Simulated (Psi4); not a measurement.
## How methods differ on CH3AlCl2O (SMILES C[O][Al]([Cl])[Cl])

CH3AlCl2O has 8 atoms, charge 0, and is taken as a singlet. SMILES: `C[O][Al]([Cl])[Cl]`. Geometry: optimised at PBE0/def2-TZVP.

Each level gives the HOMO–LUMO gap (eV). The values are calculated.

| level | kind | program | value (eV) | CPU time |
| --- | --- | --- | --- | --- |
| PBE-D4/def2-TZVPP (density fitting) | GGA | Psi4 | 5.41 | 63 s |
| r2SCAN-D4/def2-TZVPP (density fitting) | meta-GGA | Psi4 | 6.20 | 3.4 min |
| B3LYP-D4/def2-TZVPP (density fitting) | global hybrid | Psi4 | 7.30 | 55 s |
| PBE0-D4/def2-TZVPP (density fitting) | global hybrid | Psi4 | 7.82 | 59 s |
| wB97M-V/def2-TZVPP (density fitting) | range-separated hybrid | Psi4 | 11.97 | 3.7 min |

The values span 5.41 to 11.97 eV. Orbital gaps aren't excitation energies; they tend to grow with the share of exact exchange. CPU times are rough (shared hosts, several kinds of processor): they show what a rung costs within a factor of a few.
